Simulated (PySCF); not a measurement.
C5H7F3OSi.
Numbering: `[CH3:1][O:2][Si@@H:3]1[CH2:4][C:5]([CH:6]([F:7])[F:8])=[C:9]1[F:10]`

Cartesian coordinates in Å at the GFN2-xTB level; atoms count from 1:
```xyz
17
C5H7F3OSi angstrom
C     -3.225   -0.282    0.779
O     -1.889   -0.667    0.594
Si    -0.859   -0.408   -0.611
C      0.880   -1.074   -0.165
C      1.411    0.336   -0.263
C      2.837    0.736   -0.098
F      3.334    0.322    1.098
F      3.621    0.147   -1.044
C      0.337    1.081   -0.529
F      0.326    2.419   -0.702
H     -3.293    0.796    0.932
H     -3.599   -0.798    1.663
H     -3.830   -0.557   -0.086
H     -1.411   -0.625   -1.941
H      1.354   -1.743   -0.879
H      1.011   -1.498    0.828
H      2.989    1.825   -0.168
```

Probes without a nucleus sit at each ring's centroid and 1 Å off its mean plane on both sides; NICS is minus the shielding there, NICSzz its component along the normal. Level: GIAO PBE0/pcSseg-1 (PySCF, non-relativistic, gas phase) on the GFN2-xTB geometry, one conformer.

Ring bond lengths (Å), with Mayer bond orders in brackets: Si3–C4 1.914 (0.89), C4–C5 1.510 (0.99), C5–C9 1.335 (1.69), C9–Si3 1.911 (0.84).

Q: Give the NICS values of each ring in ppm.

A: 
| ring | type | NICS(0) | NICS(1), two faces | NICS(1)zz, two faces | rms pucker (Å) | centre to ring atoms, mean (Å) |
| --- | --- | --- | --- | --- | --- | --- |
| Si3–C4–C5–C9 | 4-membered ring with Si; formal bonds 1 double, 3 single | -8.1 | -2.8 / -4.7 | 1.6 / -1.7 | 0.01 | 1.17 |

Q: What do they say, and how far can they be read as aromaticity?

A: 
- Si3–C4–C5–C9: mean NICS(1)zz -0.1 ppm, near zero. Si3, C4 have four or more neighbours; no verdict on aromaticity is drawn. The two faces differ by 3.3 ppm, so no symmetry operation interchanges them.

Q: Give the inner angles of the rings and the Hirshfeld charges of the ring atoms.

A: 
- Si3–C4–C5–C9: Si3 72.1° (+0.433 e), C4 88.8° (-0.166 e), C5 104.5° (-0.039 e), C9 94.4° (-0.022 e); sum 359.9° against 360° for a flat convex ring.
